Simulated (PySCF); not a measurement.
These 2 structures share the formula C10H8O. Method used: PySCF, PBE0-D3(BJ)/def2-SVP geometry optimisation, gas phase. Energies are electronic, without zero-point or thermal terms, for one conformer each. No frequencies were run at this level. Point groups hold within 0.08 Å.

Question: Rank from lowest to highest electronic energy at this level (kcal/mol).
A. `[cH:1]1[cH:2][cH:3][c:4](-[c:5]2[cH:6][cH:7][o:8][cH:9]2)[cH:10][cH:11]1` with C3–C4–C5–C6 156° (3-phenylfuran)
B. `[CH:1]#[C:2][C:3]1=[CH:4][C@@H:5]2[O:6][C@H:7]1[CH:8]=[C:9]2[CH:10]=[CH2:11]` with C8–C9–C10–C11 -174°

Answer: A (0.0), B (103.8).

As drawn, the lower has an aromatic ring, which the higher lacks; the higher has a C≡C bond and a C=C bond outside aromatic rings, which the lower lacks.

| SMILES | E (Eh) | E rel (kcal/mol) | dipole (D) | point group | A, B, C (MHz) |
| --- | --- | --- | --- | --- | --- |
| c1ccc(-c2ccoc2)cc1 | -460.23573 | 0.0 | 0.42 | C1 | 3567, 662.4, 566.1 |
| C#CC1=C[C@@H]2O[C@H]1C=C2C=C | -460.07030 | 103.8 | 1.71 | C1 | 2500, 745.4, 712.5 |
